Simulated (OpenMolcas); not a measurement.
Exact exchange and the vertical energy of the quartet above the doublet of SiCNF2

SiCNF2: 5 atoms, total charge 0, spin state doublet. As SMILES, `N#C[Si](F)F`. The shape is that of a PBE0-D4/def2-TZVP optimisation.

The vertical energy of the quartet above the doublet y, in eV, basis aug-cc-pVDZ; a is the functional's share of exact exchange. Programs: OpenMolcas 26.06.

| functional | program | a | y (eV) |
| --- | --- | --- | --- |
| UPBE | OpenMolcas | 0 | 6.04 |
| UBLYP | OpenMolcas | 0 | 6.11 |
| UB3LYP | OpenMolcas | 0.2 | ? |
| UPBE0 | OpenMolcas | 0.25 | 5.84 |
| UBHLYP | OpenMolcas | 0.5 | 5.71 |

Problem. Fit y = c + s·a to the known rows and predict UB3LYP.

Solution. 
1. Means of the 4 rows: a = 0.1875, y = 5.925.
2. Σ(Δa)² = 0.17188, Σ(Δa·Δy) = -0.12875, so the slope is -0.12875/0.17188 = -0.74907.
3. Intercept: 5.925 − (-0.74907) × 0.1875 = 6.065. The largest residual of the fit is 0.045.
4. UB3LYP: 6.065 + (-0.74907) × 0.2 = 5.92 eV.

The run gave 5.99 eV, so the prediction is off by -0.07 eV, more than the largest residual. Exact exchange favours the state with more unpaired electrons. The rows mix families of semi-local functionals, which the line can't see.
